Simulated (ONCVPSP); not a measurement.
Ag (Z = 47): excitation energies, all-electron against ONCV

```json
{"Element": "Ag (Z = 47)", "Generator": "ONCVPSP 4.0.1", "Type": "optimised norm-conserving Vanderbilt (ONCV)", "Functional": "PBE", "Relativity": "scalar-relativistic", "Frozen core": "[Ar] 3d10", "Valence charge": "19", "Reference configuration": "4s2 4p6 4d10 5s1", "Partial waves": "4s+5s: rc 1.55 bohr, ncon 3, nbas 6, qcut 10.3 1/bohr, 3 projectors, debl 2.6 Ha; 4p: rc 1.55 bohr, ncon 4, nbas 9, qcut 8.4 1/bohr, 2 projectors, debl 3.5 Ha; 4d: rc 1.20 bohr, ncon 4, nbas 9, qcut 7.5 1/bohr, local", "Local potential": "the d channel", "Core correction": "Teter function, parameters optimised by the program"}
```

Energies are relative to the spin-unpolarised reference configuration 4s2 4p6 4d10 5s1; without spin polarisation the order of configurations can differ from experiment.

```csv
valence configuration,charge,ΔE all-electron (eV),error AE − PS (meV)
4s2 4p6 4d10 5s0,+1,7.757,-1.8
4s2 4p6 4d8 5s0,+3,66.064,-7.5
4s2 4p6 4d9 5s1 5p1,0,8.572,-0.6
```

Q: What are ΔE and the potential's error for 4s2 4p6 4d9 5s0?

A: ΔE = 29.871 eV all-electron; the error (AE − PS) is -3.8 meV.

Levels in the configuration 4s2 4p6 4d9 5s1 5p1:

```
level  all-electron (eV)  pseudo (eV)
   4s           -101.071     -101.055
   4p            -64.431      -64.426
   4d            -12.527      -12.529
   5s             -6.750       -6.749
   5p             -2.084       -2.084
```
